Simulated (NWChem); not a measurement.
# CHCl, singlet; SMILES [CH]Cl

Computed with NWChem. Low-valent species are run as closed-shell singlets; no triplet was tried in these runs. The geometry was optimised at PBE-D3(BJ)/def2-SVP. B3LYP is NWChem's, with the RPA form of VWN correlation. Solvent water, SMD (1 M gas to 1 M solution), gas-phase geometry.

| level | basis functions | solvation free energy (kcal/mol) | cavity-dispersion-structure term (kcal/mol) | dipole in solution (D) |
|---|---|---|---|---|
| B3LYP/STO-3G | 15 | 1.7 | 4.4 | 1.44 |
| B3LYP/def2-SVP | 37 | 0.3 | 4.4 | 2.16 |
| B3LYP/def2-SVPD | 55 | 0.6 | 4.4 | 2.09 |
| B3LYP/def2-TZVP | 74 | 0.8 | 4.4 | 2.08 |
| B3LYP/def2-TZVPD | 92 | 0.9 | 4.4 | 2.04 |
| B3LYP/def2-TZVPP | 87 | 0.8 | 4.4 | 2.07 |
